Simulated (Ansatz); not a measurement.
```yaml
atoms:
  - { symbol: H, position_ang: [0.0000, 0.0000, -1.0870] }
  - { symbol: C, position_ang: [0.0000, 0.0000, 0.0000] }
  - { symbol: S, position_ang: [0.0000, 1.1593, 1.0438] }
```

Basis set: cc-pVTZ on H, C; cc-pV(T+d)Z on S (spherical functions). Left uncorrelated: 6 orbitals. Correlation on ROHF uses semicanonical orbitals with singles. Charge 0, multiplicity 2.

Computed with Ansatz (development build ahead of 0.2.0); the reference of a correlated method needn't be the lowest determinant of its kind.

Give the atomization energy at this shape (free ground-state atoms in the same class of orbitals less the molecule, no zero-point energy) of doublet CHS by ROHF-CCSD(T), UHF-CCSD(T).

| method | atomization energy |
| --- | --- |
| ROHF-CCSD(T) | 217.60 kcal/mol |
| UHF-CCSD(T) | 216.94 kcal/mol |

Caution: the reference determinant was not shown to be the lowest. Caution for UHF-CCSD(T): the unrestricted determinant is spin contaminated.
